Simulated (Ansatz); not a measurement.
A nudged elastic band was laid between two geometries of CH₁₀N₂SSi₂ (16 atoms, charge 0, multiplicity 1).

Computed with RKS PBE-D4/6-31G* (Ansatz).

```
movable images  : 5
climbing image  : yes
spring          : 5.0 eV/Å²
optimiser       : quadratic models (default)
start path      : IDPP
force threshold : 0.2 eV/Å
iteration limit : 60
end points      : relaxed
```

Initial state:

```xyz
16
Properties=species:S:1:pos:R:3
C -1.520 -1.839 -0.931
Si -0.490 -1.879 0.648
S -0.395 0.035 1.663
Si 0.988 1.081 0.354
N 1.560 2.582 1.018
N 0.130 1.271 -1.150
H -2.556 -1.527 -0.719
H -1.546 -2.839 -1.398
H -1.072 -1.126 -1.642
H 0.908 -2.336 0.337
H -1.089 -2.818 1.654
H 2.221 0.256 0.157
H 0.876 3.293 1.285
H 2.300 2.526 1.722
H 0.541 1.882 -1.859
H -0.879 1.414 -1.092
```

Final state:

```xyz
16
Properties=species:S:1:pos:R:3
C -1.634 -1.790 -0.919
Si -0.529 -1.850 0.608
S -0.398 0.043 1.656
Si 1.047 1.058 0.394
N 1.554 2.589 1.046
N 0.279 1.170 -1.167
H -2.651 -1.451 -0.659
H -1.708 -2.791 -1.378
H -1.202 -1.094 -1.656
H 0.857 -2.287 0.225
H -1.074 -2.815 1.620
H 2.302 0.251 0.287
H 0.842 3.291 1.256
H 2.251 2.565 1.795
H -0.720 1.378 -1.172
H 0.761 1.710 -1.891
```

Q: Which bonds break or form, and what moves?

A: No bond is made or broken. The dihedral S3–Si4–N6–H16 goes from 34 to 174°.

Q: What energy profile does the band end with?

A: The run converged. The highest image is number 3 of 0 to 6, 18.5 kJ/mol above the ends, which have the same energy within 2 meV. The threshold of 0.2 eV/Å is loose, so the images may lie well off the minimum-energy path. The order of the stationary point at the top wasn't checked.

```tsv
image	path coordinate (Å)	energy (kJ/mol)	dihedral S3–Si4–N6–H16 (°)
0	0.00	0.0	34
1	0.80	5.6	-1
2	1.60	14.5	-55
3	2.41	18.5	-87
4	3.05	12.6	-132
5	3.70	3.3	-163
6	4.35	-0.1	174
```

Q: What is the geometry of the highest image?

A: 
```xyz
16
Properties=species:S:1:pos:R:3:forces:R:3
C -1.814 -1.690 -0.655 -0.01 0.00 0.03
Si -0.552 -1.825 0.746 -0.02 0.01 -0.04
S -0.141 0.061 1.710 0.01 -0.01 0.01
Si 1.118 1.033 0.209 -0.04 -0.02 -0.04
N 1.628 2.558 0.881 -0.02 0.02 0.02
N 0.328 1.322 -1.300 0.12 -0.01 0.16
H -2.801 -1.404 -0.255 0.00 0.00 0.00
H -1.916 -2.653 -1.184 -0.01 0.00 0.00
H -1.511 -0.916 -1.379 0.01 0.01 0.00
H 0.734 -2.398 0.212 0.00 0.01 -0.01
H -1.064 -2.735 1.823 0.01 0.00 0.00
H 2.306 0.150 -0.025 0.01 0.01 0.02
H 0.932 3.076 1.424 0.00 -0.01 0.01
H 2.492 2.512 1.426 0.00 0.01 -0.03
H -0.040 2.241 -1.531 -0.04 -0.02 -0.08
H 0.278 0.645 -2.055 -0.03 0.01 -0.05
```

The band took 7 iterations and roughly 5 core-minutes.

Run time: 2.4 min on 2 threads of Arm Neoverse V1, on a shared host, peak memory 0.19 GiB.
